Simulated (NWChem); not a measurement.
# CH4N, doublet; SMILES C[NH]

Results from NWChem. Pople sets run with spherical d functions. Spin-unrestricted. In the optimisation the excess spin sits in a" (Cs, its own frame). No stability test was run on the SCF state. B3LYP is NWChem's, with the RPA form of VWN correlation. Each level has its own optimisation; frequencies are unscaled.

For level BLYP/def2-SVP:

```
Property                           Value
---------------------------------  -----
highest harmonic frequency (cm⁻¹)   3226
zero-point energy (kcal/mol)        29.4
dipole (D)                          1.89
```

Question: What are these values for level B3LYP/6-31G*?

Answer: 
| Quantity | Value |
|---|---|
| highest harmonic frequency (cm⁻¹) | 3352 |
| zero-point energy (kcal/mol) | 30.8 |
| dipole (D) | 1.99 |
